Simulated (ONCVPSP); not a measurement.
# What one change does to a pseudopotential (Tb, ONCV)

```
Element                 : Tb (Z = 65)
Generator               : ONCVPSP 4.0.1
Type                    : optimised norm-conserving Vanderbilt (ONCV)
Functional              : LDA (Perdew-Zunger)
Relativity              : non-relativistic
Frozen core             : [Xe] 4f8
Valence charge          : 3
Reference configuration : 5d1 6s2
Partial waves           : 6s: rc 2.95 bohr, ncon 4, nbas 7, qcut 2.6 1/bohr, 1 projector; p scattering state at 0.1 Ha: rc 3.20 bohr, ncon 3, nbas 6, qcut 2.9 1/bohr, 2 projectors, debl 2.2 Ha; 5d: rc 2.95 bohr, ncon 4, nbas 9, qcut 6.4 1/bohr, local
Local potential         : the d channel
Core correction         : none
```

In the p channel the program set the typed energies aside and used 0.050, 2.250 Ha.

Change: s: qcut 1.9; p: qcut 2.1; d: qcut 4.6.

Cutoffs: the cutoffs (Ha) at which the residual kinetic energy of the hardest occupied pseudo-wave falls to 1 and 0.1 mHa per electron; they do not see the model core or the augmentation charge, which bear on the density cutoff. Errors are all-electron minus pseudo energies relative to the spin-unpolarised reference configuration.

Q: What does the change do?

A: The potential gets softer (9.3 Ha and 12 Ha → 7.4 Ha and 11 Ha); both files keep a bound ghost (s); the errors of the 3 common tests hardly move.

| quantity | base | changed |
| --- | --- | --- |
| cutoff, loose | 9.3 Ha | 7.4 Ha |
| cutoff, tight | 12 Ha | 11 Ha |
| loose cutoff by channel | s 1.8 Ha, d 9.3 Ha | s 1.8 Ha, d 7.4 Ha |
| bound ghosts | s | s |
| GHOST(+) flags under 300 eV | p at 43.1 eV | p at 52.1 eV |
| tests counted as reliable (solved cleanly; for ONCVPSP, near-neutral configurations with less than one 5d electron left out) | 3 of 4 | 3 of 4 |
| error for 5d1 6s1, meV [ΔE 6.43 eV] | +18 | +17 |
| error for 5d1 6s1.5, meV [ΔE 2.58 eV] | +3.2 | +3.0 |
| error for 5d1.5 6s1.5, meV [ΔE 0.38 eV] | +15 | +17 |
| s: phases at 3.00 bohr within 0.05 rad from the reference energy up to (Ha; the scan ends near 5) | 0.5 | 0.6 |
| p: phases at 3.24 bohr within 0.05 rad from the reference energy up to (Ha; the scan ends near 5) | 1.4 | 1.6 |
| d: phases at 3.00 bohr within 0.05 rad from the reference energy up to (Ha; the scan ends near 5) | 0.9 | 0.7 |

 A true bound ghost makes a file unfit for plane-wave use even where its test errors are small: the radial tests pick states by their node count and pass the ghost by.
